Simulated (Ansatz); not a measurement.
`[F][Ge]([F])([F])[SH]` and `[F][Ge]([F])([SH])[Cl]` differ in one atom or group.

Ansatz, PBE0-D4/def2-TZVP geometries, multiplicity 1. Each molecule was computed in one conformer, which needn't be the lowest.

Scalar relativity is left out up to krypton.

```csv
property,`[F][Ge]([F])([F])[SH]`
"ideal-gas entropy at 298 K and 1 bar (rigid rotor, harmonic PBE0-D4/def2-TZVP) / J/(mol·K)",354
HOMO energy (PBE0/def2-TZVPP) / eV,-8.90
HOMO–LUMO gap (ωB97M-V/def2-TZVPP) / eV,11.81
LUMO energy (PBE/def2-TZVPP) / eV,-2.47
HOMO–LUMO gap (PBE0/def2-TZVPP) / eV,7.48
HOMO energy (B3LYP/def2-TZVPP) / eV,-8.63
```

Problem. What does the change do to each property? (Estimate.)

Solution. Ansatz gave: 
```
                                                                                  property  `[F][Ge]([F])([SH])[Cl]`  shift
ideal-gas entropy at 298 K and 1 bar (rigid rotor, harmonic PBE0-D4/def2-TZVP) / J/(mol·K)                       365     11
                                                        HOMO energy (PBE0/def2-TZVPP) / eV                     -8.69   0.21
                                                   HOMO–LUMO gap (ωB97M-V/def2-TZVPP) / eV                     11.38  -0.43
                                                         LUMO energy (PBE/def2-TZVPP) / eV                     -2.62  -0.15
                                                      HOMO–LUMO gap (PBE0/def2-TZVPP) / eV                      7.07  -0.41
                                                       HOMO energy (B3LYP/def2-TZVPP) / eV                     -8.42   0.21
```

With PBE0 the HOMO rises by 0.21 eV and the LUMO falls by 0.20 eV, so the gap narrows by about 0.41 eV. PBE moves the HOMO by 0.19 eV and ωB97M-V by 0.23 eV.

B3LYP here is the variant with VWN-RPA as its local correlation; programs differ in this.
